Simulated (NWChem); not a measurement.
System meant: C4H7O2, doublet; SMILES C[CH]OC(C)=O

Input file for NWChem:

```
start job
memory heap 200 mb stack 900 mb global 1100 mb
geometry units angstroms noautoz
  C      0.238744    -2.617943     0.032669
  C     -0.402137    -1.304453     0.229316
  O      0.415058    -0.223406     0.058333
  C     -0.134028     1.017007     0.021740
  C      0.931574     2.061975    -0.109637
  O     -1.315173     1.213247     0.100341
  H     -0.433775    -3.422884     0.360653
  H      0.495501    -2.809660    -1.028936
  H      1.178358    -2.694918     0.604904
  H     -1.473611    -1.105263     0.177384
  H      1.620282     1.810375    -0.928391
  H      1.525904     2.099399     0.816270
  H      0.466418     3.038250    -0.284691
end
basis spherical
  C library def2-svp
  O library def2-svp
  H library def2-svp
end
dft
  odft
  mult 3
  xc b3lyp
  iterations 150
  mulliken
end
task dft energy
```

End of the output:

```
 ==============================================================================
                                 internuclear angles
 ------------------------------------------------------------------------------
        center 1       |       center 2       |       center 3       |  degrees
 ------------------------------------------------------------------------------
    2 C                |   1 C                |   7 H                |   110.28
    2 C                |   1 C                |   8 H                |   112.47
    2 C                |   1 C                |   9 H                |   111.30
    7 H                |   1 C                |   8 H                |   107.50
    7 H                |   1 C                |   9 H                |   108.38
    8 H                |   1 C                |   9 H                |   106.70
    1 C                |   2 C                |   3 O                |   115.36
    1 C                |   2 C                |  10 H                |   125.67
    3 O                |   2 C                |  10 H                |   115.92
    2 C                |   3 O                |   4 C                |   119.00
    3 O                |   4 C                |   5 C                |   110.62
    3 O                |   4 C                |   6 O                |   123.10
    5 C                |   4 C                |   6 O                |   126.28
    4 C                |   5 C                |  11 H                |   110.57
    4 C                |   5 C                |  12 H                |   109.51
    4 C                |   5 C                |  13 H                |   109.49
   11 H                |   5 C                |  12 H                |   107.22
   11 H                |   5 C                |  13 H                |   110.55
   12 H                |   5 C                |  13 H                |   109.47
 ------------------------------------------------------------------------------
                            number of included internuclear angles:         19
 ==============================================================================

 Summary of "ao basis" -> "" (spherical)
 ------------------------------------------------------------------------------
       Tag                 Description            Shells   Functions and Types
 ---------------- ------------------------------  ------  ---------------------
 C                          def2-svp                 6       14   3s2p1d
 O                          def2-svp                 6       14   3s2p1d
 H                          def2-svp                 3        5   2s1p

                                 NWChem DFT Module
                                 -----------------

 Summary of "ao basis" -> "ao basis" (spherical)
 ------------------------------------------------------------------------------
       Tag                 Description            Shells   Functions and Types
 ---------------- ------------------------------  ------  ---------------------
 C                          def2-svp                 6       14   3s2p1d
 O                          def2-svp                 6       14   3s2p1d
 H                          def2-svp                 3        5   2s1p

  number of electrons :                   47
  multiplicity        :                    3
 ------------------------------------------------------------------------
  no. of electrons and multiplicity not compatible                  47
 ------------------------------------------------------------------------
 ------------------------------------------------------------------------
  current input line :
    30: task dft energy
 ------------------------------------------------------------------------
 ------------------------------------------------------------------------
 There is an error in the input file
 ------------------------------------------------------------------------
 For more information see the NWChem manual at https://nwchemgit.github.io

0: no. of electrons and multiplicity not compatible:Received an Error in Communication
```

### Question
Find the fault in this run and fix the input.

### Answer
The input was rejected before any calculation. Cause: the multiplicity doesn't fit the number of electrons (an even count wants an odd multiplicity, and the reverse). This input runs:
```
start job
memory heap 200 mb stack 900 mb global 1100 mb
geometry units angstroms noautoz
  C      0.238744    -2.617943     0.032669
  C     -0.402137    -1.304453     0.229316
  O      0.415058    -0.223406     0.058333
  C     -0.134028     1.017007     0.021740
  C      0.931574     2.061975    -0.109637
  O     -1.315173     1.213247     0.100341
  H     -0.433775    -3.422884     0.360653
  H      0.495501    -2.809660    -1.028936
  H      1.178358    -2.694918     0.604904
  H     -1.473611    -1.105263     0.177384
  H      1.620282     1.810375    -0.928391
  H      1.525904     2.099399     0.816270
  H      0.466418     3.038250    -0.284691
end
basis spherical
  C library def2-svp
  O library def2-svp
  H library def2-svp
end
dft
  odft
  mult 2
  xc b3lyp
  iterations 150
  mulliken
end
task dft energy
```
It converges to -306.81935 Ha (B3LYP/def2-SVP, spin-unrestricted).
